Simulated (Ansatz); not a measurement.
A nudged elastic band was laid between two geometries of AlCl2H3O (7 atoms, charge 0, multiplicity 1).

Level of theory: RKS B3LYP-D4/6-31G* in Ansatz.

```json
{"movable images": "7", "climbing image": "yes", "spring": "5.0 eV/Å²", "optimiser": "quadratic models (default)", "start path": "straight line", "force threshold": "0.03 eV/Å", "iteration limit": "60", "end points": "relaxed"}
```

Image 0:

```xyz
7
Properties=species:S:1:pos:R:3
Al 0.075 0.020 0.123
H 0.024 0.709 1.539
Cl 1.827 0.223 -1.059
Cl -1.761 -0.152 -0.979
O 0.106 -1.900 0.679
H -0.617 -2.390 0.243
H 0.018 -2.034 1.639
```

Image 8:

```xyz
7
Properties=species:S:1:pos:R:3
Al 0.078 -0.721 -0.483
H -0.103 0.311 2.068
Cl 1.832 0.374 -0.765
Cl -1.774 0.168 -0.918
O 0.203 -2.347 -0.013
H -0.582 -2.900 0.086
H 0.017 -0.411 2.210
```

Problem. Which bonds break or form, and what moves?

Solution. Bonds broken: Al1–H2, O5–H7. Bonds formed: H2–H7. AlCl2H3O becomes AlCl2HO + H2.

Problem. What energy profile does the band end with?

Solution. It converged. The highest image is number 4 of 0 to 8, 92.1 kJ/mol above the first end and 98.8 kJ/mol above the last; the last end lies 6.7 kJ/mol below the first. Another band between the same ends (7 images) ends at a top of the same energy, where a vibrational analysis finds 1 clearly imaginary mode. The orbitals stay closed-shell, which can raise the energy where a bond breaks towards radicals; this wasn't checked here.

```tsv
image	path coordinate (Å)	energy (kJ/mol)	Al1–H2 (Å)	O5–H7 (Å)	H2–H7 (Å)
0	0.00	0.0	1.58	0.97	2.74
1	0.36	4.2	1.58	0.97	2.35
2	0.72	18.7	1.59	0.98	1.92
3	1.08	50.5	1.64	1.02	1.48
4	1.44	92.1	1.75	1.26	1.06
5	1.86	40.2	1.97	1.70	0.80
6	2.27	4.4	2.27	2.13	0.75
7	2.68	-5.3	2.53	2.55	0.75
8	3.09	-6.7	2.76	2.95	0.75
```

Problem. What is the geometry of the highest image?

Solution. 
```xyz
7
Properties=species:S:1:pos:R:3
Al 0.068 -0.288 -0.096
H -0.012 -0.093 1.644
Cl 1.847 0.470 -0.904
Cl -1.788 0.134 -1.000
O 0.154 -2.000 0.581
H -0.598 -2.607 0.467
H 0.001 -1.141 1.492
```

The run took 6.2 min on 1 thread of Arm Neoverse V1, with other jobs on the host, peak memory 0.16 GiB.
